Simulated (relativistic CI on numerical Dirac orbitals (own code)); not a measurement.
**Co⁴⁺: resonant inelastic scattering at the L2,3 edge**

Computed with this model: Dirac-Coulomb-Breit CI, orbitals from a KLI potential per configuration, model QED (radiative potential, 1s self-energy scaled to tabulated hydrogen-like ionisation energies), valence Slater integrals scaled by 0.8, Kramers-Heisenberg scattering through one core-hole configuration in a parametric crystal field; configurations [Ar] 3d5 → [He] 2s2 2p5 3s2 3p6 3d6; 80 K; core-hole width 0.4 eV; summed over polarisations. Incident energies are the highest absorption maxima for each field (at most a few, so the weaker spin-orbit partner edge can be absent), on the computed scale of the free ion. Intensities are in per cent of the strongest line above 0.02 eV; levels within 1 cm⁻¹ are merged; final levels count from the ground level, the first row holds all elastic scattering, lines under 0.4 are left out and each table stops after 24 rows. The scale of the Slater integrals is a model choice and moves the terms in proportion.

Field parameters in Wybourne normalisation: Td as Oh with Dq negative (B⁴₀ = 21Dq, B⁴₄ = √(5/14) B⁴₀). The field is a parameter set, without covalency.

S is read from ⟨S²⟩ = S(S + 1).

Td, 10Dq = -2200 cm⁻¹:

```csv
Final level (eV),Degeneracy,Irrep,S,786.8 eV,788.2 eV,803.7 eV
0.000,6,Γ7+Γ8,2.50,1723.1,223.6,183.1
4.051,4,Γ8,1.50,6.9,0.9,0.5
4.053,2,Γ6,1.50,9.5,1.0,1.3
4.055,2,Γ7,1.50,3.2,0.8,0.5
4.057,4,Γ8,1.50,8.4,3.1,1.7
4.120,2,Γ6,1.50,1.2,0.3,0.6
4.120,4,Γ8,1.50,4.8,0.8,2.1
4.134,4,Γ8,1.50,6.8,1.1,2.3
4.138,2,Γ7,1.50,2.1,1.2,0.2
4.139,4,Γ8,1.50,6.5,0.8,1.4
4.141,2,Γ6,1.50,3.8,0.5,0.8
4.142,6,Γ7+Γ8,1.50,18.6,2.8,3.5
4.834,4,Γ8,1.50,14.3,10.1,19.0
4.834,2,Γ7,1.50,7.7,5.3,11.6
4.851,4,Γ8,1.50,41.7,7.1,0.8
4.874,2,Γ6,1.50,39.1,2.0,0.1
5.114,2,Γ7,1.50,4.4,2.7,67.5
5.138,4,Γ8,1.50,11.7,5.0,95.6
5.158,2,Γ6,1.50,2.2,1.9,45.6
5.170,2,Γ6,1.50,1.0,2.4,2.2
5.186,4,Γ8,1.50,20.8,14.3,13.2
5.189,4,Γ8,1.50,29.4,8.4,13.0
5.195,2,Γ7,1.50,23.6,5.3,9.4
5.778,4,Γ8,0.50,0.1,0.1,1.5
```

Td, 10Dq = -5000 cm⁻¹:

| Final level (eV) | Degeneracy | Irrep | S | 786.8 eV | 788.3 eV | 803.8 eV |
| --- | --- | --- | --- | --- | --- | --- |
| 0.000 | 6 | Γ7+Γ8 | 2.50 | 2013.3 | 337.0 | 191.8 |
| 3.800 | 2 | Γ6 | 1.50 | 17.6 | 2.8 | 2.5 |
| 3.801 | 4 | Γ8 | 1.50 | 16.4 | 3.9 | 2.3 |
| 3.806 | 2 | Γ7 | 1.50 | 6.4 | 5.3 | 2.2 |
| 3.810 | 4 | Γ8 | 1.50 | 8.4 | 16.3 | 4.5 |
| 4.064 | 2 | Γ6 | 1.50 | 1.5 | 0.5 | 0.6 |
| 4.065 | 4 | Γ8 | 1.50 | 5.9 | 1.2 | 5.7 |
| 4.087 | 4 | Γ8 | 1.50 | 13.8 | 4.2 | 4.9 |
| 4.099 | 2 | Γ7 | 1.50 | 4.1 | 2.0 | 1.7 |
| 4.138 | 4 | Γ8 | 1.50 | 6.3 | 2.1 | 1.4 |
| 4.139 | 2 | Γ7 | 1.50 | 9.4 | 2.2 | 1.1 |
| 4.141 | 2 | Γ6 | 1.50 | 3.9 | 1.4 | 2.0 |
| 4.142 | 4 | Γ8 | 1.50 | 19.1 | 3.8 | 3.7 |
| 4.977 | 4 | Γ8 | 1.50 | 25.2 | 35.0 | 28.6 |
| 4.982 | 2 | Γ7 | 1.50 | 8.0 | 15.4 | 37.3 |
| 5.003 | 4 | Γ8 | 1.50 | 37.3 | 26.2 | 14.6 |
| 5.048 | 2 | Γ6 | 1.50 | 27.2 | 8.8 | 6.1 |
| 5.054 | 2 | Γ7 | 1.50 | 4.8 | 10.9 | 48.3 |
| 5.103 | 4 | Γ8 | 1.50 | 19.0 | 9.3 | 73.9 |
| 5.131 | 2 | Γ6 | 1.50 | 11.2 | 2.0 | 24.6 |
| 5.175 | 2 | Γ6 | 1.50 | 4.6 | 9.7 | 12.3 |
| 5.193 | 4 | Γ8 | 1.50 | 23.6 | 3.2 | 6.8 |
| 5.212 | 4 | Γ8 | 1.49 | 27.5 | 19.0 | 14.1 |
| 5.230 | 2 | Γ7 | 1.49 | 31.3 | 8.6 | 4.5 |

For the first field the strongest loss at the lowest incident energy is the level at 4.85 eV (S = 1.50, against 2.50 in the thermal ground state). Levels of other spin, the first over 8 % at 4.05 eV, appear because spin-orbit coupling of the core hole, and in heavier ions of the valence shell too, mixes spins.
